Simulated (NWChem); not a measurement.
System: AlH2F; SMILES [F][AlH2]

Computed with NWChem. All runs use the structure optimised with PBE-D3(BJ)/def2-SVP. Vertical excitations in the gas phase.

Task: Predict the results for LDA (Slater exchange, VWN5)/aug-cc-pVDZ, TDA. Quantities: lowest excitation, singlet (eV); oscillator strength of that lowest state; lowest state with f > 0.02, singlet (eV); orbital gap (eV).

Result: 
```yaml
lowest excitation, singlet (eV): 5.18
oscillator_strength_of_that_lowest_state: 0.000
lowest state with f > 0.02, singlet (eV): 7.25
orbital gap (eV): 5.00
```
